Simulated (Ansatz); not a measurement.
Input file for Ansatz (a quantum-chemistry and plane-wave program): R-PBE0/def2-TZVPP on CH7PSi (SMILES C[SiH2]P), a point of a torsion scan.

Ansatz 0.2 input:
```yaml
crystal:
  periodic: [false, false, false]
  atoms:
    - {symbol: C, position_ang: [-1.21874098, 0.65305870, -0.10035003]}
    - {symbol: Si, position_ang: [-0.07181594, -0.84745749, 0.12445786]}
    - {symbol: P, position_ang: [2.05451856, -0.14434173, 0.34637337]}
    - {symbol: H, position_ang: [-2.26173648, 0.35323299, -0.08530578]}
    - {symbol: H, position_ang: [-1.06997014, 1.37741900, 0.69625868]}
    - {symbol: H, position_ang: [-1.03254649, 1.15912033, -1.04418564]}
    - {symbol: H, position_ang: [-0.39630792, -1.57212270, 1.35763631]}
    - {symbol: H, position_ang: [-0.22636181, -1.75282895, -1.02213481]}
    - {symbol: H, position_ang: [2.54085802, -0.81992813, -0.75633982]}
    - {symbol: H, position_ang: [1.88888255, 1.02039545, -0.38070848]}
basis:
  gaussian:
    orbitals: def2-TZVPP
hamiltonian:
  xc: {name: PBE0}
scf: {lower_state_search: off}
```

It printed:

```
WARN ansatz: RAYON_NUM_THREADS=1 ignored (pool sized by the plan → 1); use --threads N
Functional definition: PBE0
these checks for a lower state are left out or cut short: stability, starts, cluster_reference, orbital_swaps, neighbouring_geometries, increment
integrals: 0.13 GiB planned
1184 factors; their error is unknown
mean field: 1.08 GiB planned
mean field evaluation 1: about -18305.1977 eV, gradient 4.8e1 eV
mean field evaluation 2: about -18303.2519 eV, gradient 5.2e1 eV
mean field evaluation 4: about -18310.4064 eV, gradient 1.7e0 eV
mean field evaluation 8: about -18310.4148 eV, gradient 6.3e-2 eV
mean field evaluation 16: about -18310.4284 eV, gradient 2.4e-5 eV
mean field -18310.42843469 eV, -672.8958337205 hartree, gradient 4.9e-6 eV, S^2 0.000000; 0 other end points of the search recorded, 0 dependent functions left out
reference -18310.42846691 eV, -672.8958349047 hartree; 21, 21 occupied and 192, 192 virtual orbitals, 1184 factors
Total energy: -18310.42846691 eV, -672.8958349047 hartree
Checks for a lower state left out: stability, starts, cluster_reference, orbital_swaps, neighbouring_geometries, increment
```

The calculation finished and met its thresholds.

Cost: very roughly 2.4 core-seconds.
